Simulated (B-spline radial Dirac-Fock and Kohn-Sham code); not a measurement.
Binding energies of Zr³¹⁺ at several levels of theory

System: the Zr³¹⁺ ion in the configuration [He] 2s2 2p5.

The density-functional columns are spherical, spin-unpolarised Dirac-Kohn-Sham results without Breit or QED terms: −ε is minus the orbital energy of the initial state and ΔSCF the difference of two total energies. The reference in the last column comes from relaxed Dirac-Fock hole states (ΔSCF) with Breit and QED corrections and a finite nucleus. All numbers are from a B-spline atomic structure program, in eV; a selection of levels is shown. The Kohn-Sham columns are given as differences from the reference. For the 1s level of heavy atoms much of the gap between ΔSCF and the reference is the Breit and QED part, -45.4 eV here; for other levels the error of the functional can be larger.

```csv
level,LDA −ε − DF,LDA ΔSCF − DF,Dirac-Fock
1s,-249.2,+46.6,19881.0
2s,-91.3,-18.5,4224.8
2p,-78.9,+5.4,3980.7
```

Values without a named source are computed, but for edge energies of neutral atoms, which are taken from tables.
